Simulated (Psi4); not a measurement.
Internal rotation in SMILES C=C/C=C\c1ccco1, singlet. Scanned: dihedral C1–C2–C3–C4; all other coordinates were relaxed at GFN2-xTB. Points at φ and −φ are mirror images.

Geometry of the scan point at -120° (Å):
```
17

C     -2.7531    -1.5469    -1.1202
C     -1.6730    -0.9283    -0.6677
C     -1.6820     0.4446    -0.1721
C     -0.9641     1.4521    -0.6847
C     -0.0155     1.3639    -1.7612
C      0.7827     2.3510    -2.2932
C      1.5206     1.7510    -3.3346
C      1.1229     0.4485    -3.3689
O      0.1996     0.2053    -2.4276
H     -2.7127    -2.5471    -1.5158
H     -3.7236    -1.0779    -1.1002
H     -0.7038    -1.4058    -0.7400
H     -2.4046     0.6673     0.6028
H     -1.0652     2.4471    -0.2742
H      0.8324     3.3716    -1.9721
H      2.2436     2.2205    -3.9698
H      1.4129    -0.3728    -3.9943
```

Computed with PBE-D3(BJ)/def2-SVP // GFN2-xTB (Psi4).

Scanned values (°): -160, -140, -120, -100, -80, -60, -40, -20, 0, 20, 40, 60, 80, 100, 120, 140, 160, 180.

Problem. Locate the minima and the barriers on this grid.

Solution. Lower than their neighbours: 0° (0.224 eV), 180° (0.000 eV). Higher than their neighbours: -80° (0.408 eV), 80° (0.408 eV). The whole profile spans 0.408 eV.
